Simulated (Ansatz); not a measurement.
tin atom (Sn), triplet (core potentials on Sn). Base run: HF/def2-TZVP run with Ansatz (a quantum-chemistry and plane-wave program).

Geometry (Å):
```xyz
1

Sn     0.0000     0.0000     0.0000
```
Charge 0, spin multiplicity 3.
Orbitals are unrestricted.
All else is at Ansatz's defaults.

Variants of this job, named by their change:

```
change                                                                         basis functions       E (Eh)
-----------------------------------------------------------------------------  ---------------  -----------
base                                                                                        50   -213.33992
basis = Sapporo-DKH3-DZP-2012; relativity = none                                            52  -5857.90984
basis = Sapporo-DKH3-DZP-2012; relativity = spin-free X2C                                   52  -6173.50872
basis = jorge-DZP-DKH; relativity = spin-free X2C                                           48  -6168.60691
basis = x2c-SVPall; relativity = spin-free X2C                                              36  -6173.21352
basis = jorge-DZP-DKH; relativity = spin-free X2C; nucleus = Gaussian                       48  -6168.46439
basis = x2c-SVPall; relativity = spin-free X2C; nucleus = Gaussian                          36  -6173.08780
basis = x2c-SVPall; relativity = none                                                       36  -5888.78710
basis = Sapporo-DKH3-DZP-2012; relativity = spin-free X2C; nucleus = Gaussian               52  -6173.35985
basis = jorge-DZP-DKH; relativity = none                                                    48  -5962.49381
```

Absolute energies of different levels of theory aren't comparable as measures of quality.

Ansatz warned in this series: the basis is contracted for relativity, which the run leaves out.

Basis sets contracted for a relativistic Hamiltonian are a mismatch without it, so the rows without relativity aren't non-relativistic limits. No row has spin-orbit coupling; sets with core potentials leave out the core electrons.
